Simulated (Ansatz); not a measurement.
Ansatz results at the PBE0-D4/def2-TZVP geometry: HOMO energy (PBE0/def2-TZVPP) -6.03 eV; size of the dipole moment (PBE/def2-TZVPP) 7.56 D; LUMO energy (ωB97M-V/def2-TZVPP) -0.08 eV.

Each molecule was computed in one conformer, which needn't be the lowest.

Task: Which molecule gave them?
A. `C[S+](C)[Mo-6]([C]#[O+])([C]#[O+])([C]#[O+])([C]#[O+])[C]#[O+]`
B. `[O+]#[C][Os-5]([C]#[O+])([C]#[O+])([C]#[O+])[n+]1ccccc1`
C. `[O+]#[C][W-6]([C]#[O+])([C]#[O+])([C]#[O+])([C]#[O+])[n+]1ccccc1`
D. `C[S+](C)[W-6]([C]#[O+])([C]#[O+])([C]#[O+])([C]#[O+])[C]#[O+]`

Result: C. The others give `[O+]#[C][Os-5]([C]#[O+])([C]#[O+])([C]#[O+])[n+]1ccccc1`: -6.05, 7.08, -0.12; `C[S+](C)[Mo-6]([C]#[O+])([C]#[O+])([C]#[O+])([C]#[O+])[C]#[O+]`: -6.33, 5.36, 0.27; `C[S+](C)[W-6]([C]#[O+])([C]#[O+])([C]#[O+])([C]#[O+])[C]#[O+]`: -6.24, 5.56, 0.14.
